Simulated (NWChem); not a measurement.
System meant: CH3Cl3Si; SMILES Cl[Si](C)(Cl)Cl

NWChem input:

```
start job
memory heap 200 mb stack 900 mb global 1100 mb
geometry units angstroms noautoz
  C      0.000000     0.000000    -2.128085
  Si     0.000000     0.000000    -0.266924
  Cl    -0.782184     1.769392     0.456094
  Cl    -1.141246    -1.562088     0.456094
  Cl     1.923431    -0.207305     0.456094
  H      0.606510     0.829502    -2.506205
  H      0.415115    -0.940004    -2.506205
  H     -1.021625     0.110502    -2.506205
end
basis spherical
  C library def2-svp
  Si library def2-svp
  Cl library def2-svp
  H library def2-svp
end
dft
  xc pbe0
  iterations 4
  mulliken
end
task dft energy
```

End of the output:

```
    Atom       Charge   Shell Charges
 -----------   ------   -------------------------------------------------------
    1 C    6     6.27   1.96  0.59  0.34  1.90  1.43  0.04
    2 Si  14    13.77   2.00  1.93  0.71  0.31  5.81  1.21  1.12  0.67
    3 Cl  17    17.04   2.00  1.96  1.05  0.79  5.82  2.26  3.15  0.02
    4 Cl  17    17.04   2.00  1.96  1.05  0.79  5.82  2.26  3.15  0.02
    5 Cl  17    17.04   2.00  1.96  1.05  0.79  5.82  2.26  3.15  0.02
    6 H    1     0.95   0.62  0.25  0.07
    7 H    1     0.95   0.62  0.25  0.07
    8 H    1     0.95   0.62  0.25  0.07

 center of mass
 --------------
 x =   0.00000000 y =   0.00000000 z =   0.11231318

 moments of inertia (a.u.)
 ------------------
        1052.395376582474           0.000000000000           0.000000000000
           0.000000000000        1052.395376582474           0.000000000000
           0.000000000000           0.000000000000        1413.469208833958

     Multipole analysis of the density
     ---------------------------------

     L   x y z        total         alpha         beta         nuclear
     -   - - -        -----         -----         ----         -------
     0   0 0 0     -0.000000    -37.000000    -37.000000     74.000000

     1   1 0 0     -0.000000     -0.000000     -0.000000     -0.000000
     1   0 1 0      0.000000      0.000000      0.000000     -0.000000
     1   0 0 1     -0.844479     -0.422239     -0.422239      0.000000

     2   2 0 0    -43.332329   -194.897068   -194.897068    346.461806
     2   1 1 0      0.000000     -0.000000     -0.000000      0.000000
     2   1 0 1      0.000000      0.000000      0.000000     -0.000000
     2   0 2 0    -43.332329   -194.897068   -194.897068    346.461806
     2   0 1 1     -0.000000     -0.000000     -0.000000      0.000000
     2   0 0 2    -40.003433   -122.874043   -122.874043    205.744652

 ------------------------------------------------------------------------
 dft energy failed                                                                                  0
 ------------------------------------------------------------------------
 ------------------------------------------------------------------------
  current input line :
    24: task dft energy
 ------------------------------------------------------------------------
 ------------------------------------------------------------------------
 This type of error is most commonly associated with calculations not reaching convergence criteria
 ------------------------------------------------------------------------
 For more information see the NWChem manual at https://nwchemgit.github.io

0:dft energy failed:Received an Error in Communication
```

Problem. Can this run be used? If not, why, and what is the fix?

Solution. Convergence was not reached. Cause: the SCF was allowed too few iterations. This input runs:
```
start job
memory heap 200 mb stack 900 mb global 1100 mb
geometry units angstroms noautoz
  C      0.000000     0.000000    -2.128085
  Si     0.000000     0.000000    -0.266924
  Cl    -0.782184     1.769392     0.456094
  Cl    -1.141246    -1.562088     0.456094
  Cl     1.923431    -0.207305     0.456094
  H      0.606510     0.829502    -2.506205
  H      0.415115    -0.940004    -2.506205
  H     -1.021625     0.110502    -2.506205
end
basis spherical
  * library def2-svp
end
dft
  xc pbe0
  iterations 150
  mulliken
end
task dft energy
```
It converges to -1709.00174 Ha (PBE0/def2-SVP).
